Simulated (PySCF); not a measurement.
**Cr²⁺ (chromium, charge +2) across methods**

[Ar] 3d3 4s1, 4s spin antiparallel (an excited configuration). Computed with PySCF 2.14 in aug-cc-pVTZ-DK (8s7p5d3f2g, 93 functions), with the spin-free X2C one-electron Hamiltonian (Gaussian nucleus).

```tsv
method	E (hartree)	mean ε 3p β (eV)	mean ε 3d α (eV)	mean ε 4s β (eV)	Σ⟨r²⟩ (bohr²)	⟨S²⟩
M06-2X	-1049.669	-77.049	-35.090	-22.787	21.86	3.000
PBE	-1049.397	-71.074	-30.057	-20.735	21.82	3.001
r2SCAN	-1049.607	-71.952	-30.814	-20.920	21.91	3.001
PBE0	-1049.438	-74.040	-32.624	-21.514	21.80	3.001
M06-L	-1049.589	-72.040	-30.494	-20.653	21.73	3.001
TPSS	-1049.667	-71.383	-30.176	-20.620	21.89	3.001
UHF	-1048.64616	-81.392	-39.587	-23.296	21.97	3.003
BP86	-1049.776	-71.232	-30.179	-20.968	21.80	3.001
```

(1) Estimate the same row for LDA.

With the s spin flipped the determinant is a mixture of two multiplicities, not a spectroscopic state.

Answers

(1) E (hartree) = -1047.286; mean ε 3p β (eV) = -71.144; mean ε 3d α (eV) = -30.124; mean ε 4s β (eV) = -21.026; Σ⟨r²⟩ (bohr²) = 21.78; ⟨S²⟩ = 3.000.
